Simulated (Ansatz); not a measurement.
Steps of a relaxation of C2HBrClF, SMILES `F/C(Br)=C/Cl` with RKS PBE-D4/def2-SVP.

```sh
$ ansatz run in.yaml --threads 4 --pin off --events-out ev --progress --plain --max-ram 10444MiB
```

```yaml
crystal:
  periodic: [false, false, false]
  atoms:
    - {symbol: F, position_ang: [-0.301300, -1.469400, 1.063100]}
    - {symbol: C, position_ang: [0.206400, -0.613400, 0.115000]}
    - {symbol: Br, position_ang: [1.526000, -1.265900, -0.935100]}
    - {symbol: C, position_ang: [-0.353800, 0.597000, 0.087700]}
    - {symbol: Cl, position_ang: [0.082200, 1.840100, -1.002000]}
    - {symbol: H, position_ang: [-1.124700, 0.920400, 0.751600]}
basis:
  gaussian: {orbitals: def2-SVP}
hamiltonian: {xc: pbe, dispersion: d4}
relax: {f_tol: 0.03, max_steps: 200}
```

Positions (Å) and forces (eV/Å) along the path, 6 of 6 steps:

```xyz
6
step=1 energy=-87338.2651 eV
F    -0.301   -1.469    1.063    0.635    0.256   -0.740
C     0.206   -0.613    0.115   -1.539   -0.731    1.906
Br    1.526   -1.266   -0.935    0.944   -0.503   -0.738
C    -0.354    0.597    0.088    0.512    0.802   -0.902
Cl    0.082    1.840   -1.002    0.290    0.298   -0.447
H    -1.125    0.920    0.752   -0.842   -0.122    0.921
6
step=2 energy=-87338.3651 eV
F    -0.278   -1.479    1.064    0.367    0.272   -0.573
C     0.190   -0.614    0.123   -0.959   -0.313    1.266
Br    1.531   -1.277   -0.945    0.461   -0.208   -0.390
C    -0.358    0.615    0.089    0.204    0.379   -0.463
Cl    0.107    1.846   -1.016    0.121    0.054   -0.156
H    -1.157    0.918    0.766   -0.193   -0.183    0.317
6
step=3 energy=-87338.4013 eV
F    -0.281   -1.491    1.038    0.045   -0.085    0.197
C     0.189   -0.600    0.169   -0.291    0.094   -0.230
Br    1.535   -1.269   -0.957    0.072    0.028    0.009
C    -0.368    0.628    0.086    0.181    0.089   -0.025
Cl    0.127    1.832   -1.048   -0.059   -0.100    0.140
H    -1.167    0.909    0.792    0.053   -0.026   -0.091
6
step=4 energy=-87338.4074 eV
F    -0.268   -1.493    1.053    0.016    0.145   -0.087
C     0.164   -0.605    0.152    0.024   -0.210    0.076
Br    1.536   -1.260   -0.958   -0.027    0.020    0.018
C    -0.365    0.633    0.085   -0.025   -0.149    0.102
Cl    0.134    1.822   -1.038    0.032    0.180   -0.123
H    -1.166    0.911    0.786   -0.020    0.014    0.013
6
step=5 energy=-87338.4089 eV
F    -0.274   -1.488    1.057    0.031   -0.016   -0.025
C     0.166   -0.612    0.154    0.011    0.038   -0.031
Br    1.538   -1.259   -0.960   -0.030   -0.024    0.044
C    -0.362    0.627    0.085   -0.031    0.028    0.018
Cl    0.131    1.831   -1.038    0.003   -0.007    0.001
H    -1.164    0.910    0.784    0.016   -0.019   -0.007
6
step=6 energy=-87338.4093 eV
F    -0.271   -1.488    1.053   -0.004   -0.002    0.005
C     0.167   -0.609    0.152    0.008   -0.008   -0.004
Br    1.537   -1.266   -0.956   -0.003    0.004    0.000
C    -0.363    0.629    0.084   -0.009    0.013    0.003
Cl    0.129    1.834   -1.038    0.003    0.000   -0.003
H    -1.164    0.908    0.785    0.005   -0.007   -0.001
```

Run time 3.6 s (4 threads of an Intel Xeon Platinum 8488C on a shared host); peak host memory 0.17 GiB.
